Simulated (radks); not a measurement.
Values are calculated unless marked as measured or tabulated.
How relativity changes the ionisation of neutral hafnium ([Xe] 4f14 5d2 6s2) to Hf+ ([Xe] 4f14 5d1 6s2). Spin-unpolarised spherical Kohn-Sham, PBE, point nucleus unless stated (finite: rms radius 5.347 fm), a radial shooting solver on a logarithmic mesh with Libxc functionals. A level marked "c x" has the speed of light scaled by that factor and shares open shells by 2j + 1; other Dirac levels either fill j = l - 1/2 first or share by 2j + 1.

\begin{tabular}{lrrrrr}
level & E(Hf) (hartree) & E(Hf+) (hartree) & IE (eV) & HOMO & <r> HOMO (bohr) \\ \hline
non-rel. & -14324.9721 & -14324.6879 & 7.733 & 5d & 2.346 \\
scalar-rel. & -15078.2171 & -15077.9783 & 6.499 & 5d & 2.514 \\
scalar-rel., finite nucleus & -15076.1611 & -15075.9222 & 6.501 & 5d & 2.514 \\
Dirac, 2j+1 shares & -15097.6847 & -15097.4458 & 6.500 & 5d5/2 & 2.572 \\
Dirac, low j first & -15097.7043 & -15097.4583 & 6.695 & 5d3/2 & 2.463 \\
Dirac, 2j+1 shares, finite nucleus & -15095.6111 & -15095.3722 & 6.502 & 5d5/2 & 2.572 \\
Dirac, c x 1.25 & -14792.5389 & -14792.2838 & 6.943 & 5d5/2 & 2.481 \\
Dirac, c x 2 & -14497.7993 & -14497.5264 & 7.424 & 5d5/2 & 2.395 \\
Dirac, c x 100 & -14325.0390 & -14324.7548 & 7.733 & 5d5/2 & 2.346 \\
\end{tabular}

NIST Atomic Spectra Database: 6.825 eV (measured). The relativistic part of the total energy of Hf is -770.6 hartree (Dirac, 2j+1 shares, finite nucleus), 5.4 % of the non-relativistic value. Spin polarisation and multiplet splitting of open shells are left out at every level.

Beside tabulated values, note that relativity, absent from the non-relativistic runs, is large for the heavy elements, and spin-unpolarised runs miss the spin-polarisation part of the exchange energy of open shells.
